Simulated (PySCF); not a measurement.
Bonds broken one at a time in the series Al Br-H. Isolated molecules, 0 K electronic values unless said otherwise. Strings in code marks are SMILES.

All values below come from r2SCAN-D4/def2-TZVP (PySCF 2.14.0). 

```json
[
 {"species": "whole molecule (`[Br][Al]([Br])[Br]`)", "dipole moment (D)": "0.00"},
 {"species": "radical fragment (`[Br]`)", "dipole moment (D)": "0.00"},
 {"species": "radical fragment (`[Br][Al][Br]`)", "dipole moment (D)": "1.30"},
 {"species": "whole molecule (`[Br][AlH][Br]`)", "dipole moment (D)": "0.83"},
 {"species": "radical fragment (`[AlH][Br]`)", "dipole moment (D)": "1.45"},
 {"species": "whole molecule (`[Br][AlH2]`)", "dipole moment (D)": "1.15"},
 {"species": "whole molecule (`[AlH3]`)", "dipole moment (D)": "0.00"}
]
```
